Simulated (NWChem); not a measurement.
[OH][Ga]([F])[Br] (GaHOBrF), optimised at PBE0/def2-SVP with NWChem:

```
Property                           Result
---------------------------------  ------
highest occupied level (eV)         -8.91
orbital gap (eV)                     7.33
dipole (D)                           1.11
highest harmonic frequency (cm⁻¹)    3894
zero-point energy (kcal/mol)         10.5
```

All stand in one matching conformer (torsions within 35°), which need not be the lowest. This build's default masses of Se (78.918 u) and Br (79.917 u) are each other's, which moves their modes by up to 0.6 %.

**Question.** One Br atom is replaced by Cl, giving [OH][Ga]([F])[Cl] (GaHOClF), optimised at the same level. How do these values move?

**Answer.** 
```json
[
 {"quantity": "highest occupied level (eV)", "new value": "-9.43", "change": "-0.52"},
 {"quantity": "orbital gap (eV)", "new value": "7.92", "change": "+0.59"},
 {"quantity": "dipole (D)", "new value": "1.42", "change": "+0.31"},
 {"quantity": "highest harmonic frequency (cm⁻¹)", "new value": "3898", "change": "+4"},
 {"quantity": "zero-point energy (kcal/mol)", "new value": "10.7", "change": "+0.2"}
]
```
